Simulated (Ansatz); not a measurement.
H$_{4}$SeSiTe, SMILES `[SeH][SiH2][TeH]`, charge 0, multiplicity 1.

Question: Give a relaxed structure at PBE0-D4/def2-TZVP (the Gaussian-basis code of Ansatz). (Estimate.)

Answer: The calculation gave: 
Z-matrix (Å, degrees):
```
Si
Te 1 2.485
Se 1 2.278 2 108.3
H 1 1.485 2 104.6 3 120.3
H 1 1.483 2 112.2 3 -121.2
H 2 1.658 1 91.3 3 64.3
H 3 1.472 1 93.2 2 -166.2
```
